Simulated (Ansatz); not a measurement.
Consider the formal exchange of groups at the Si–Br bond: `N[Si](O)(Cl)Br` + CH₄ → `C[Si](N)(O)Cl` + HBr.

Computed with Ansatz on PBE0-D4/def2-TZVP structures; ΔE is electronic, products minus reactants. CBS: MP2 limit from def2 TZ/QZ plus the TZ coupled-cluster correction, frozen cores. This one scheme is used for every species. DFT in def2-TZVPP. B3LYP here is the variant with VWN-RPA as its local correlation; programs differ in this. HSE06 is defined as in plane-wave codes. For Br outer-core shells are correlated without core-valence functions, which leaves a few kJ/mol of doubt a bond. Scalar relativity is left out up to krypton. One conformer a species, not always the lowest.

```json
{"level": "HSE06-D4", "ΔE (kJ/mol)": "90.8", "difference from CCSD(T)/CBS": "-0.7"}
{"level": "PBE-QIDH", "ΔE (kJ/mol)": "92.3", "difference from CCSD(T)/CBS": "0.8"}
{"level": "PBE", "ΔE (kJ/mol)": "88.2", "difference from CCSD(T)/CBS": "-3.3"}
{"level": "B3LYP", "ΔE (kJ/mol)": "88.1", "difference from CCSD(T)/CBS": "-3.4"}
{"level": "r2SCANh", "ΔE (kJ/mol)": "92.2", "difference from CCSD(T)/CBS": "0.7"}
{"level": "CCSD/def2-SVP", "ΔE (kJ/mol)": "84.9", "difference from CCSD(T)/CBS": "-6.6"}
{"level": "CCSD(T)/def2-SVP", "ΔE (kJ/mol)": "85.3", "difference from CCSD(T)/CBS": "-6.2"}
{"level": "HF/def2-TZVPP", "ΔE (kJ/mol)": "93.1", "difference from CCSD(T)/CBS": "1.6"}
{"level": "CCSD(T)/def2-TZVPP", "ΔE (kJ/mol)": "86.5", "difference from CCSD(T)/CBS": "-5.0"}
{"level": "CCSD/CBS(def2)", "ΔE (kJ/mol)": "91.0", "difference from CCSD(T)/CBS": "-0.5"}
{"level": "CCSD(T)/CBS", "ΔE (kJ/mol)": "91.5", "difference from CCSD(T)/CBS": "0"}
```

Largest T1 diagnostic among the species: 0.010.

Leaving LDA and LC-ωPBE aside and taking each functional with its dispersion term where it has one, the values, not all of them listed here, spread over 6.8 kJ/mol, from CAM-B3LYP-D4 to BHLYP-D4. LDA lies −5.0 kJ/mol from PBE without D4. At CCSD(T), def2-SVP lies −6.2 kJ/mol from the extrapolated value and def2-TZVPP −5.0 kJ/mol.
